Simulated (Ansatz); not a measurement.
`C[O][GaH][Br]` + H₂O → `[OH][GaH][Br]` + CH₃OH at 298.15 K and 1 bar (formal hydrolysis of a Ga–O bond).

Program: Ansatz. Geometries: PBE0-D4/def2-TZVP. ΔE: electronic, gas phase. CCSD(T)/CBS is the MP2 limit (def2-TZVPP, def2-QZVPP) plus CCSD(T) − MP2 in def2-TZVPP, frozen cores. This one scheme is used for every species. For Br, Ga outer-core shells are correlated without core-valence functions, which leaves a few kJ/mol of doubt a bond. Scalar relativity is left out up to krypton. Each species was taken in one conformer, which may not be the lowest.

```
        species  CCSD(T)/CBS energy (Eh)  H − E (kJ/mol)  S (J/(mol·K))
`C[O][GaH][Br]`              -4612.95790           150.0          352.7
            H₂O                -76.37941            66.4          188.7
`[OH][GaH][Br]`              -4573.71961            71.5          311.1
          CH₃OH               -115.61712           146.3          238.2
```

H − E and S are ideal-gas, rigid-rotor, harmonic terms from PBE0-D4/def2-TZVP, for one conformer and one mirror image of each species. 1 Eh = 2625.50 kJ/mol, R = 8.31446 J/(mol·K).

By hand: ΔE, ΔH, ΔS and ΔG.

ΔE = (-4573.71961) + (-115.61712) − (-4612.95790) − (-76.37941) = 0.00058 Eh = 1.5 kJ/mol. Δ(H − E) = 71.5 + 146.3 − 150.0 − 66.4 = 1.4, so ΔH = 2.9 kJ/mol. ΔS = 311.1 + 238.2 − 352.7 − 188.7 = 7.9 J/(mol·K). ΔG = 2.9 − 298.15 × (7.9)/1000 = 0.5 kJ/mol.

By hand: the equilibrium constant, and the temperature at which ΔG would vanish if ΔH and ΔS stayed fixed.

log₁₀ K = −ΔG/(RT ln 10) = -0.1. ΔG = 0 at ΔH/ΔS = 367 K, though so small a ΔH makes that figure unsure.

TΔS isn't small against ΔH here. The sign of ΔG lies within the doubt. A doubt of 5 kJ/mol in ΔE shifts log₁₀ K by 0.9 here. Other conformers and mirror images would add mixing entropy, several J/(mol·K) or more a flexible species. These are equilibria of isolated gas molecules and say nothing of rates. Largest T1 diagnostic: 0.012 (customary marks: 0.02 for closed shells, 0.045 for open ones).
